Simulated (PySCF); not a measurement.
Molecule: SMILES C[Si](C)(C)[Zn][SeH] (C₃H₁₀SeSiZn). Atoms near the plane z = 0.0 Å, at the GFN2-xTB optimised geometry (x, y, z in Å): Zn1 (0.6, -1.2, 0.0), Si4 (-1.8, -1.2, 0.0), C5 (-2.3, 0.7, 0.0), H8 (-3.3, 0.8, -0.2), H9 (-2.1, 1.1, 1.0), H10 (-1.7, 1.2, -0.7).

Method: PySCF 2.14.0 with PBE0/def2-TZVP. Cells within 0.4 Å of a nucleus heavier than hydrogen are left out (blank, or x). The values are rescaled to run from 0 to 1.

```
|4444444444444444444444444444444|
|4444444444444444444444444444444|
|4444444444444444444444444444444|
|4444444444444444444444444444444|
|4444444444444444444444444444444|
|4444444444444444444444444444444|
|4444444444444444444444444444444|
|4444444444444444444444444444444|
|4444444444444444444444444444444|
|4444444444444444444444444444444|
|4444444444444444444444444444444|
|4444444444444444444444444444444|
|4444444334344444444444444444444|
|44444401xx544444444444444444444|
|444444435x244444444444444444444|
|4444444432344444444444444444444|
|4444444443334444665444444444444|
|4444444449994349999544444444444|
|4444444449xx6349xx9644444444444|
|4444444449x95349xx9544444444444|
|4444444445963345998444444444444|
|4444444444444444444444444444444|
|4444444444444444444444444444444|
|4444444444444444444444444444444|
|4444444444444444444444444444444|
|4444444444444444444444444444444|
|4444444444444444444444444444444|
|4444444444444444444444444444444|
|4444444444444444444444444444444|
|4444444444444444444444444444444|
|4444444444444444444444444444444|
```
Scale: ten equal steps from 0.000 (start of '0') to 1.00 (end of '9'), in the order '0123456789'; x runs from -5.50 to 5.50, y from -5.50 (bottom) to 5.50 (top).

Task: Which quantity is mapped?
A) electron localisation function
B) Laplacian of the electron density
C) deformation density (molecule minus spherical neutral atoms)
D) electrostatic potential

Result: B, Laplacian of the electron density. In full: Laplacian of the electron density (e/bohr⁵), clipped to [-1.50, 1.50].
